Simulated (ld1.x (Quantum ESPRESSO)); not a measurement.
cadmium: one change to an RRKJ potential, before and after

```json
{
 "Element": "Cd",
 "Generator": "ld1.x (Quantum ESPRESSO) 7.5",
 "Type": "norm-conserving RRKJ (Kleinman–Bylander form)",
 "Functional": "revPBE",
 "Relativity": "fully relativistic",
 "Frozen core": "[Kr]",
 "Valence charge": "12",
 "Reference configuration": "4d10 5s1.5 5p0.5",
 "Partial waves": "5s (bound): rc 2.25 bohr; 4d (bound): rc 1.30 bohr; 5p (bound): rc 2.80 bohr",
 "Local potential": "the p channel",
 "Core correction": "Bessel-smoothed model core, default radius (core density twice the valence density)",
 "rho0": "0.01"
}
```

Open shells are filled in proportion to 2j + 1 (rel_dist='average').

All-electron outer shells of the reference configuration (revPBE, scalar-relativistic, ld1.x):

```json
{"shell": "4s", "level (eV)": "-106.95", "outermost node (bohr)": "0.43", "outermost maximum (bohr)": "0.79"}
{"shell": "4p", "level (eV)": "-68.00", "outermost node (bohr)": "0.43", "outermost maximum (bohr)": "0.84"}
{"shell": "4d", "level (eV)": "-12.73", "outermost node (bohr)": "0.42", "outermost maximum (bohr)": "0.98"}
{"shell": "5s", "level (eV)": "-6.25", "outermost node (bohr)": "1.06", "outermost maximum (bohr)": "2.32"}
{"shell": "5p", "level (eV)": "-1.60", "outermost node (bohr)": "1.19", "outermost maximum (bohr)": "3.25"}
```

Change: all radii but the core radius scaled by about 1.06 (s 2.40, p 2.98, d 1.38 bohr).

Cutoffs: the cutoffs (Ry, on a coarse ladder) from which the occupation-weighted sum of valence levels, in a spherical-Bessel basis at the reference potential, stays within 10 and 1 mRy of its value at 400 Ry; they do not see the model core or the augmentation charge, which bear on the density cutoff. Errors are all-electron minus pseudo energies relative to the spin-unpolarised reference configuration.

Task: Predict the effect on cutoff, ghosts and configuration errors.

Result: The potential gets softer (70 Ry and 110 Ry → 70 Ry and 80 Ry); of the 7 tests that both files solve, the error grows in 2 and shrinks in 2 by more than 15 % and 0.3 meV (median size 12.0 → 9.6 meV); neither file shows a bound ghost. A larger radius leaves more room for a smooth pseudo-wave, so fewer plane waves are needed. In the base the local p channel has no projectors, so it cannot carry the spin–orbit splitting, and the file is wrong for that shell. In the changed file the local p channel has no projectors, so it cannot carry the spin–orbit splitting, and the file is wrong for that shell.

| quantity | base | changed |
| --- | --- | --- |
| cutoff, loose | 70 Ry | 70 Ry |
| cutoff, tight | 110 Ry | 80 Ry |
| loose cutoff by channel (10 mRy a level) | s 21 Ry, d 60 Ry, p 6 Ry | s 18 Ry, d 60 Ry, p 6 Ry |
| bound ghosts | none | none |
| largest miss of a reference level, eV | 0.13 | 0.13 |
| error for 4d10 5s2 5p0, meV [ΔE -2.26 eV] | +1.7 | +2.0 |
| error for 4d10 5s1 5p0, meV [ΔE 6.88 eV] | +0.1 | +1.2 |
| error for 4d10 5s0 5p0, meV [ΔE 23.84 eV] | -31 | -28 |
| error for 4d10 5s0 5p2, meV [ΔE 7.33 eV] | -12 | -9.6 |
| error for 4d9 5s0 5p0, meV [ΔE 61.77 eV] | -310 | -333 |
| error for 4d10 5s1 5p1, meV [ΔE 2.37 eV] | -2.7 | -2.4 |
| error for 4d9 5s2 5p0, meV [ΔE 15.67 eV] | -182 | -142 |
